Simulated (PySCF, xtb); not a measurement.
F₂H₅NSi₂, SMILES [SiH](F)(F)N[SiH3].

GFN2-xTB in xtb at its own geometry gives an orbital gap of 5.56 eV and a dipole moment of 2.80 D.

Geometry optimised at TPSSh-D3(BJ)/def2-SVP. This is a generated structure with no PubChem entry under its InChIKey; it may be hypothetical. Other conformers were not sampled.

Q: What does PBE/def2-TZVP (PySCF) give? (The exact figures need the calculation; the answer reports its results.)

A: gap 6.03 eV (levels -6.92 and -0.88 eV), dipole 1.95 D.
